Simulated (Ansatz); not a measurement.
Input for Ansatz (an electronic-structure program): R-PBE0/def2-TZVPP on InSb, 2S+1 = 1, a spin state set in the input, which need not be the lowest, a point of a bond scan (R = 2.942 Å). Elements past Kr take the def2 small-core potentials; no spin–orbit coupling.

Ansatz 0.2 input:
```yaml
crystal:
  periodic: [false, false, false]
  atoms:
    - {symbol: In, position_ang: [0.00000000, 0.00000000, 0.00000000]}
    - {symbol: Sb, position_ang: [0.00000000, 0.00000000, 2.94163800]}
basis:
  gaussian:
    orbitals: def2-TZVPP
    pivot_positions_ang: [[0.00000000, 0.00000000, 0.00000000], [0.00000000, 0.00000000, 2.94163800]]
hamiltonian:
  xc: {name: PBE0}
output: {forces: true, orbitals: {seedname: ./end}}
```

The head of its log:

```
WARN ansatz: RAYON_NUM_THREADS=1 ignored (pool sized by the plan → 1); use --threads N
Functional definition: PBE0
integrals: 0.05 GiB planned
1040 factors; integrals over basis functions are off by at most 3.0e-4 eV
mean field: 0.37 GiB planned
mean field evaluation 1: about -11707.3542 eV, gradient 2.3e1 eV
mean field evaluation 2: about -11667.5998 eV, gradient 8.5e1 eV
```

**Question.** What total energy does the run end on?

**Answer.** -430.3600 hartree.
